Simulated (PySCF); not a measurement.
benzenedithiol (C₆H₆S₂), singlet, at a GFN2-xTB geometry. Base run: PySCF with HF/STO-3G.

PySCF was given this input:
```python
from pyscf import gto, scf

mol = gto.M(
    atom='''
S    -3.141169   -0.262647   -0.092957
C    -1.381954   -0.098927   -0.045531
C    -0.750859    1.100205   -0.346407
C     0.627241    1.188264   -0.298051
C     1.383098    0.077758    0.051492
S     3.147836    0.139215    0.127717
C     0.750433   -1.123790    0.352959
C    -0.624279   -1.211633    0.304722
H    -3.391638    0.994030   -0.456510
H    -1.330370    1.970300   -0.619606
H     1.109087    2.126179   -0.534008
H     3.261283    1.419147   -0.223067
H     1.342187   -1.984362    0.624151
H    -1.119309   -2.141650    0.537780
''',
    basis='sto-3g',
    charge=0,
    spin=0,
    verbose=4,
)

mf = scf.RHF(mol)
mf.kernel()
```

Variants of this job, named by their change:

```
change                                         ΔE vs base (mEh)  fitting functions  dipole (D)
---------------------------------------------  ----------------  -----------------  ----------
base                                                      0.000                  -        1.39
auxbasis = def2-tzvp-ri                                   4.999                772        1.39
auxbasis = even-tempered beta=1.6                         0.779                690        1.42
auxbasis = cc-pvdz-jkfit                                  0.730                782        1.39
auxbasis = cc-pvtz-jkfit                                  0.089                896        1.39
auxbasis = even-tempered beta=2.0                         0.143                494        1.42
only_dfj = on; auxbasis = def2-universal-jfit                 ?                462        1.39
auxbasis = def2-universal-jfit                                ?                462           ?
auxbasis = autoaux                                            ?                  ?        1.42
auxbasis = cc-pvqz-jkfit                                 -0.042               1238        1.39
```

**Question.** Complete the blanks.

**Answer.** 
- only_dfj = on; auxbasis = def2-universal-jfit, ΔE vs base (mEh): -5.717
- auxbasis = def2-universal-jfit, ΔE vs base (mEh): 4542.9
- auxbasis = def2-universal-jfit, dipole (D): 1.07
- auxbasis = autoaux, ΔE vs base (mEh): 0.294
- auxbasis = autoaux, fitting functions: 642

A fitting set is made for a task (jfit for Coulomb, jkfit for Coulomb and exchange, ri for correlation) and for a family of orbital bases.
